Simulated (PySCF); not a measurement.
**Diatomic cations of Ga with group 13**

PBE0 with double-zeta basis sets in PySCF, for the lowest determinant that a PBE0 search found; no spin–orbit coupling. De refers to high-spin ground-configuration atoms (the charge goes to the atom of lower measured ionisation energy or higher electron affinity, which is not always the lowest computed limit). A positive dipole points towards Ga; it is taken about the centre of mass and depends on that origin.

```
 M       basis  charged atom  state (unpaired electrons)  Re (Å)  ωe (cm⁻¹)  De (eV)  μ (D)
 B  x2c-SVPall           Ga+               doublet (σ ↑)   2.750        216     0.88  -2.29
Al  6-31G(d,p)           Al+               doublet (σ ↑)   3.195        141     1.61  -3.42
In  cc-pVDZ-PP           In+               doublet (σ ↑)   3.425       81.2     1.31   1.46
Tl    def2-SVP           Ga+               doublet (σ ↑)   3.461       71.9      n/a   2.91
```

The shortest bond is that of GaB⁺ (2.750 Å), the longest that of TlGa⁺ (3.461 Å).

The rows differ in basis set, which adds steps of its own.

Down a group the atoms grow and get heavier, so bonds lengthen and wavenumbers fall; this series shows no clear exception.

Spin–orbit coupling is left out, which matters for elements this heavy, above all for dissociation energies. For an ion De counts to the pair picked by the measured ionisation energies or electron affinities, which need not be the lowest pair at this level. States were picked by a PBE0 search and need not be the measured ground states.
